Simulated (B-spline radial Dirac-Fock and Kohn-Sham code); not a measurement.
## Satellites and hypersatellites of the K lines of Cs³⁶⁺

System: Cs³⁶⁺ in the configuration [Ar] 3d1.

Calculated with a radial B-spline solver, using Dirac-Fock (average of configuration) total-energy differences with a finite nucleus, the Breit interaction including its frequency dependence, and self-energy and vacuum-polarisation corrections. Each two-hole energy is an average over J within one jj subconfiguration, not an observable level; in light atoms, where LS coupling holds, the j-resolved values are not observed lines, and for a K spectator the Kα1 hypersatellite is nearly forbidden. Electron correlation is not included.

Lines without a spectator: Kα2 (K-L2) 30669.3 eV, Kα1 (K-L3) 31023.5 eV, Kβ3 (K-M2) 35275.1 eV, Kβ1 (K-M3) 35358.8 eV. Shifts in eV with one spectator hole (a dash: not computed, or left out as unreliable):

```
spectator hole     Kα2     Kα1     Kβ3     Kβ1
    L2 (2p1/2)   +79.0  +100.3       –  +214.0
    L3 (2p3/2)   +74.2   +75.8  +185.9       –
    M2 (3p1/2)       –  +17.76   +42.2   +48.4
    M3 (3p3/2)  +13.13       –   +41.8   +41.5
```

Q: Where does the K-L3 hypersatellite lie, emitted when both K electrons are missing?

A: +679.7 eV from the normal line, at 31703.2 eV. Removing both K electrons costs 76889.8 eV, which is 981.0 eV more than twice the K binding energy.

With n spectator holes in 2p, averaged over the 2p shell (energies in eV):

```csv
n,KαLⁿ,step,hypersatellite KαʰLⁿ
0,30905.4,–,31576.4
1,30987.6,+82.2,31660.2
2,31071.3,+83.7,31745.6
3,31156.6,+85.3,31832.6
4,31243.4,+86.8,31921.1
5,31331.8,+88.4,32011.2
```
